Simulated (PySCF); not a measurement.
Magnetic susceptibility: C4H12AsBO

Geometry (Å), atoms numbered from 1 in this order:
```xyz
19

C    -0.293    1.518    1.430
B     0.208    0.172    0.673
As   -2.579   -2.005   -0.498
C     0.396    0.313   -0.959
C     1.890    0.039   -1.200
C     2.451   -0.116    0.162
O     1.681   -0.076    1.114
H     0.300    2.387    1.152
H    -0.249    1.421    2.512
H    -1.326    1.726    1.164
H    -0.383   -0.805    1.040
H    -3.926   -2.294   -1.094
H    -3.141   -2.280    0.855
H    -2.961   -0.573   -0.361
H    -0.218   -0.395   -1.519
H     0.136    1.307   -1.321
H     2.072   -0.884   -1.757
H     2.414    0.834   -1.736
H     3.516   -0.280    0.337
```

The calculation used GIAO KT3/pcSseg-1 magnetisability, rotational g tensor and spin-rotation constants, non-relativistic, gas phase in PySCF. Geometry: GFN2-xTB.

The bonding changed while the geometry was optimised; results refer to the coordinates, not to the name. The calculation is non-relativistic, which matters for the atoms heavier than Zn.

Q: How diamagnetic is it, and how anisotropic?

A: Isotropic -1485 × 10⁻³⁰ J/T², or -89.4 × 10⁻⁶ cm³/mol; principal values -1601, -1525, -1328 × 10⁻³⁰ J/T², anisotropy 245 × 10⁻³⁰ J/T² (root of half the summed squared differences of the principal values). The susceptibility is in cgs units.

Q: Split it along the inertial axes a, b, c into diamagnetic and paramagnetic parts about the centre of mass, with the quadrupole moment.

A: 
| axis | χ (10⁻⁶ cm³/mol) | diamagnetic (10⁻⁶ cm³/mol) | paramagnetic (10⁻⁶ cm³/mol) | summed x² of all electrons (Å²) | quadrupole Θ (D Å) |
| --- | --- | --- | --- | --- | --- |
| a | -92.3 | -597.6 | 505.3 | 432.0 | +12.70 |
| b | -84.3 | -2025.2 | 1941.0 | 95.5 | -6.82 |
| c | -91.7 | -2237.7 | 2146.0 | 45.4 | -5.88 |

Anisotropies 2χaa − χbb − χcc = -8.6 and 2χbb − χaa − χcc = +15.5 × 10⁻⁶ cm³/mol. Θ is traceless in Buckingham's convention.

Q: And the rotational g tensor?

A: 
```csv
axis,rotational constant (GHz),g,nuclear part,electronic part
a,2.7021,-0.0147,0.6268,-0.6415
b,0.5761,-0.0022,0.5231,-0.5253
c,0.5272,-0.0003,0.5312,-0.5315
```
Asymmetric top; isotopes 75As, 11B, 12C, 1H, 16O; no vibrational averaging.
